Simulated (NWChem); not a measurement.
Molecule: C$_{3}$H$_{4}$FNSi; SMILES N#C/C=C\[SiH2]F

```xyz
10

N      1.0073     2.7535     0.0000
C      0.0495     2.0919     0.0000
C     -1.1250     1.2716     0.0000
C     -1.0691    -0.0735     0.0000
Si     0.4988    -1.1110     0.0000
F      0.0091    -2.6509     0.0000
H     -2.0713     1.8098     0.0000
H     -2.0243    -0.6003     0.0000
H      1.2983    -0.8581    -1.2222
H      1.2983    -0.8581     1.2222
```
Atoms are numbered in this order, from 1.

Computed with NWChem. Pople sets run with spherical d functions. All runs use the structure optimised with B3LYP/6-31G* (spherical d). Atomic charges in e: unrestrained fits to the electrostatic potential beside Mulliken populations; buried atoms are poorly determined by the fit.

For level Hartree-Fock/6-31G*:

```yaml
Mulliken N1: -0.39
Mulliken C2: 0.23
Mulliken C3: -0.18
Mulliken C4: -0.44
ESP Si5: 0.92
Mulliken Si5: 1.13
```

### Question
What are these values for level B3LYP/def2-SVP?

### Answer
| Property | Value |
|---|---|
| Mulliken N1 | 0.04 |
| Mulliken C2 | -0.14 |
| Mulliken C3 | -0.03 |
| Mulliken C4 | -0.19 |
| ESP Si5 | 0.79 |
| Mulliken Si5 | 0.73 |
